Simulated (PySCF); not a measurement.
Species: CH9NSSi2.
Geometry (GFN2-xTB, Å), atoms numbered from 1 in this order:
```
atom  x, y, z in Å
C1    -2.182   -0.723    0.523
N2    -0.928   -0.402   -0.116
Si3   -0.372    1.206   -0.306
S4     1.550    1.078   -1.261
Si5    2.687   -0.194    0.028
H6    -3.033   -0.649   -0.162
H7    -2.147   -1.736    0.927
H8    -2.344   -0.026    1.341
H9    -0.687   -1.075   -0.830
H10   -0.230    1.758    1.038
H11   -1.108    2.106   -1.190
H12    2.547    0.271    1.402
H13    2.204   -1.565   -0.101
H14    4.043   -0.048   -0.474
```

The closed-shell SCF was solved with PySCF and density fitting under several settings on one GFN2-xTB geometry (grid level 2 and gas phase unless stated).

```
                                                                                     settings  basis functions  SCF cycles      E (Eh)  HOMO (eV)  LUMO (eV)  dipole (D)
wB97X-D/Sadlej pVTZ, IEF-PCM acetonitrile, fitting basis def2-qzvpp-jkfit, level shift 0.2 Eh              225          12  -1075.4986      -8.71       1.02        2.88
                                                        PBE0/ANO-RCC-VDZP, start guess huckel              127          11  -1074.5369      -6.99       0.02        2.21
```

Question: Estimate the row for these settings: BLYP/pcSseg-1.

Answer: 
```
     settings  basis functions  SCF cycles      E (Eh)  HOMO (eV)  LUMO (eV)  dipole (D)
BLYP/pcSseg-1              151          13  -1075.3964      -5.53      -0.58        2.38
```

Question: Over all rows, what range does the HOMO–LUMO gap span?

Answer: From 4.95 eV (BLYP/pcSseg-1) to 9.73 eV (wB97X-D/Sadlej pVTZ, IEF-PCM acetonitrile, fitting basis def2-qzvpp-jkfit, level shift 0.2 Eh). The functional of the narrowest has no exact exchange, that of the widest range-separated exact exchange.

Question: And the dipole moment?

Answer: From 2.21 D (PBE0/ANO-RCC-VDZP, start guess huckel) to 2.88 D (wB97X-D/Sadlej pVTZ, IEF-PCM acetonitrile, fitting basis def2-qzvpp-jkfit, level shift 0.2 Eh); the largest is 1.30 times the smallest, and the median is 2.38 D.

Whole jobs, the steps after the SCF included, on an AMD EPYC 7B13 with one thread, on a shared host:

```tsv
settings	work after the SCF	wall time	peak memory
wB97X-D/Sadlej pVTZ, IEF-PCM acetonitrile, fitting basis def2-qzvpp-jkfit, level shift 0.2 Eh	shieldings	38 s	1.0 GiB
PBE0/ANO-RCC-VDZP, start guess huckel	shieldings, charges and field gradients	27 s	0.70 GiB
BLYP/pcSseg-1	shieldings	18 s	0.65 GiB
```

wB97X-D ran without the empirical dispersion term, which would shift the total energy alone. Cycle counts include a coarse-grid stage where the run had one. ANO-RCC sets were contracted for a scalar-relativistic Hamiltonian, but ran non-relativistically here. The species at its GFN2-xTB geometry (one conformer only).
